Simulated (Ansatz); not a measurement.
`C[SiH](F)[SiH2]S` + `N[SiH3]` → `C[SiH](F)N[SiH3]` + `[SiH3]S`  (cleavage of the Si–Si bond)

Program: Ansatz. Geometries: PBE0-D4/def2-TZVP. ΔE: electronic, gas phase. CCSD(T)/CBS is the MP2 limit (def2-TZVPP, def2-QZVPP) plus CCSD(T) − MP2 in def2-TZVPP, frozen cores. This one scheme is used for every species. DFT in def2-TZVPP. B3LYP here is the variant with VWN-RPA as its local correlation; programs differ in this. Each species was taken in one conformer, which may not be the lowest.

Question: Is it downhill or uphill in electronic energy at CCSD(T)/CBS, and by how much? (Best estimate.)

Answer: Ansatz gave: Downhill: ΔE = -22.0 kcal/mol.

Question: What do these levels give: PBE-D4, B3LYP, HF/def2-TZVPP, CCSD/def2-TZVPP, HF/CBS(def2), MP2/CBS(def2)? (Estimate.)

Answer: The calculation gave: PBE-D4 -16.9, B3LYP -20.9, HF/def2-TZVPP -25.1, CCSD/def2-TZVPP -22.9, HF/CBS(def2) -25.5, MP2/CBS(def2) -23.2 kcal/mol.

Largest T1 diagnostic among the species: 0.012.

In def2-TZVPP, CCSD(T) changes the Hartree–Fock value by +2.7 kcal/mol (the triples alone add +0.4 kcal/mol) and MP2 by +1.4 kcal/mol. From PBE to PBE0 (25 % exact exchange), in def2-TZVPP and without D4, ΔE moves by −1.7 kcal/mol.
